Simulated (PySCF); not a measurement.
CdI2, SMILES [Cd]([I])[I]. The structure is a stationary point at r2SCAN-D4/def2-SVP. The isomer is the one that the SMILES or the coordinates give; other isomers of the formula were not compared. The def2 effective core potentials stand for the cores of Cd, I; spin–orbit coupling is left out.

Task: Give the equilibrium geometry at r2SCAN-D4/def2-SVP (PySCF confirms it by a frequency run) as Cartesian coordinates in Å, and its point group. (Estimate from the structure and the level; the computed values follow.)

Result: point group D∞h.
```xyz
3

Cd     0.0000     0.0000     0.0000
I      0.0000     0.0000    -2.5921
I      0.0000     0.0000     2.5921
```
Charge 0, spin multiplicity 1.
